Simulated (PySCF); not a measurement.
heptane (C7H16), singlet, at a GFN2-xTB geometry; CASSCF(2,3)/STO-3G (PySCF).

PySCF was given this input:
```python
from pyscf import gto, scf, mcscf
import numpy

mol = gto.Mole()
mol.atom = '''
    C    -3.797392    0.306757   -0.078152
    C    -2.526953   -0.447859    0.293791
    C    -1.270783    0.306899   -0.134479
    C     0.006443   -0.443327    0.234985
    C     1.261784    0.312301   -0.193728
    C     2.539813   -0.437052    0.175255
    C     3.788240    0.322936   -0.255617
    H    -4.679038   -0.247579    0.235482
    H    -3.850770    0.456275   -1.154487
    H    -3.816093    1.282354    0.403058
    H    -2.501669   -0.605207    1.374623
    H    -2.536335   -1.431053   -0.182482
    H    -1.296733    0.464594   -1.215476
    H    -1.262067    1.290437    0.341624
    H    -0.002589   -1.427124   -0.240774
    H     0.032071   -0.601445    1.316016
    H     1.271148    1.295840    0.282359
    H     1.236482    0.469997   -1.274740
    H     2.531105   -1.420245   -0.301034
    H     2.565772   -0.594399    1.256071
    H     3.790588    0.472573   -1.333256
    H     4.685944   -0.227605    0.016389
    H     3.825265    1.298652    0.224289
'''
mol.basis = 'sto-3g'
mol.charge = 0
mol.spin = 0
mol.verbose = 4
mol.build()

mf = scf.RHF(mol)
mf.kernel()
mc = mcscf.CASSCF(mf, 3, 2)
mc.fix_spin_(ss=0.0)
mc.kernel()
occ = numpy.linalg.eigvalsh(mc.fcisolver.make_rdm1(mc.ci, mc.ncas, mc.nelecas))[::-1]
ss = mc.fcisolver.spin_square(mc.ci, mc.ncas, mc.nelecas)[0]
print('natural occupations', occ.round(4), ' <S^2>', round(ss, 4))
```

What the program printed (banner, timings and long lists left out):

```
PySCF version 2.14.0

[INPUT] verbose = 4
[INPUT] num. atoms = 23
[INPUT] num. electrons = 58
[INPUT] charge = 0
[INPUT] spin (= nelec alpha-beta = 2S) = 0
[INPUT] symmetry False subgroup None
[INPUT] Mole.unit = angstrom
[INPUT] Symbol           X                Y                Z      unit          X                Y                Z       unit  Magmom
[...]
nuclear repulsion = 309.155689227677
number of shells = 37
number of NR pGTOs = 153
number of NR cGTOs = 51
basis = sto-3g
ecp = {}

******** <class 'pyscf.scf.hf.RHF'> ********
method = RHF
initial guess = minao
damping factor = 0
level_shift factor = 0
DIIS = <class 'pyscf.scf.diis.CDIIS'>
diis_start_cycle = 1
diis_space = 8
diis_damp = 0
SCF conv_tol = 1e-09
SCF conv_tol_grad = None
SCF max_cycles = 50
direct_scf = True
direct_scf_tol = 1e-13
Set gradient conv threshold to 3.16228e-05
Initial guess from minao.
init E= -272.320217664988
[...]
cycle= 1 E= -271.172947749291  delta_E= 1.15  |g|= 0.269  |ddm|= 5.35
[...]
cycle= 2 E= -271.203462961363  delta_E= -0.0305  |g|= 0.0655  |ddm|= 0.491
[...]
cycle= 3 E= -271.205409650225  delta_E= -0.00195  |g|= 0.00356  |ddm|= 0.15
[...]
cycle= 4 E= -271.20541383945  delta_E= -4.19e-06  |g|= 0.000532  |ddm|= 0.00537
[...]
cycle= 5 E= -271.205413970298  delta_E= -1.31e-07  |g|= 6.8e-05  |ddm|= 0.000962
[...]
cycle= 6 E= -271.205413972386  delta_E= -2.09e-09  |g|= 1.89e-05  |ddm|= 0.000114
[...]
cycle= 7 E= -271.205413972577  delta_E= -1.9e-10  |g|= 3.28e-06  |ddm|= 3.84e-05
[...]
Extra cycle  E= -271.205413972583  delta_E= -6.14e-12  |g|= 1.16e-06  |ddm|= 5.43e-06
converged SCF energy = -271.205413972583

******** <class 'pyscf.mcscf.mc1step.CASSCF'> ********
CAS (1e+1e, 3o), ncore = 28, nvir = 20
max_cycle_macro = 50
max_cycle_micro = 4
conv_tol = 1e-07
conv_tol_grad = None
orbital rotation max_stepsize = 0.02
orbital rotation threshold for CI restart = 0.01
augmented hessian ah_max_cycle = 30
augmented hessian ah_conv_tol = 1e-12
augmented hessian ah_linear dependence = 1e-14
augmented hessian ah_level shift = 1e-08
augmented hessian ah_start_tol = 2.5
augmented hessian ah_start_cycle = 3
augmented hessian ah_grad_trust_region = 3
kf_trust_region = 3
kf_interval = 4
ci_response_space = 4
ci_grad_trust_region = 3
with_dep4 0
natorb = False
canonicalization = True
sorting_mo_energy = False
ao2mo_level = 2
internal_rotation = False
******** <class 'pyscf.fci.addons.SpinPenaltyFCISolver'> ********
max. cycles = 50
conv_tol = 1e-08
davidson only = True
linear dependence = 1e-12
level shift = 0.001
max iter space = 12
nroots = 1
pspace_size = 400
spin = None
CASCI E = -271.205576393212  S^2 = 0.0000000
Set conv_tol_grad to 0.000316228
macro iter   1 (  7 JK    2 micro), CASSCF E = -271.205634241579  dE = -5.78483674e-05  S^2 = 0.0000000
               |grad[o]|=0.000916  |grad[c]|=0.00146  |ddm|=0.000112  |maxRot[o]|=0.0622
macro iter   2 (  7 JK    2 micro), CASSCF E = -271.205772157332  dE = -1.37915753e-04  S^2 = 0.0000000
               |grad[o]|=0.00108  |grad[c]|=0.00372  |ddm|=0.000263  |maxRot[o]|=0.0698
macro iter   3 ( 17 JK    4 micro), CASSCF E = -271.206933139178  dE = -1.16098185e-03  S^2 = 0.0000000
               |grad[o]|=0.00147  |grad[c]|=0.0357  |ddm|=0.00278  |maxRot[o]|=0.211
macro iter   4 ( 21 JK    4 micro), CASSCF E = -271.208874535363  dE = -1.94139619e-03  S^2 = 0.0000000
               |grad[o]|=0.00372  |grad[c]|=0.0217  |ddm|=0.00432  |maxRot[o]|=0.195
macro iter   5 ( 21 JK    4 micro), CASSCF E = -271.214168861266  dE = -5.29432590e-03  S^2 = 0.0000000
               |grad[o]|=0.00507  |grad[c]|=0.0111  |ddm|=0.00613  |maxRot[o]|=0.219
macro iter   6 ( 21 JK    4 micro), CASSCF E = -271.219331363983  dE = -5.16250272e-03  S^2 = 0.0000000
               |grad[o]|=0.00926  |grad[c]|=0.00782  |ddm|=0.00685  |maxRot[o]|=0.243
macro iter   7 ( 21 JK    4 micro), CASSCF E = -271.219884877545  dE = -5.53513561e-04  S^2 = 0.0000000
               |grad[o]|=0.00405  |grad[c]|=0.00406  |ddm|=0.000776  |maxRot[o]|=0.306
macro iter   8 ( 17 JK    4 micro), CASSCF E = -271.220047191346  dE = -1.62313801e-04  S^2 = 0.0000000
               |grad[o]|=0.00219  |grad[c]|=0.00184  |ddm|=0.00068  |maxRot[o]|=0.161
macro iter   9 (  7 JK    3 micro), CASSCF E = -271.220051492993  dE = -4.30164687e-06  S^2 = 0.0000000
               |grad[o]|=0.000466  |grad[c]|=0.000115  |ddm|=2.35e-05  |maxRot[o]|=0.00841
macro iter  10 (  3 JK    1 micro), CASSCF E = -271.220051508537  dE = -1.55436055e-08  S^2 = 0.0000000
               |grad[o]|=3.04e-05  |grad[c]|=1.07e-05  |ddm|=7.89e-06  |maxRot[o]|=0.000433
1-step CASSCF converged in  10 macro (142 JK  32 micro) steps
CASSCF canonicalization
Density matrix diagonal elements [1.98254576e+00 1.69049716e-02 5.49268582e-04]
CASSCF energy = -271.220051508537
CASCI E = -271.220051508537  E(CI) = -1.76089617328643  S^2 = 0.0000000
natural occupations [1.9825e+00 1.6900e-02 5.0000e-04]  <S^2> 0.0
```
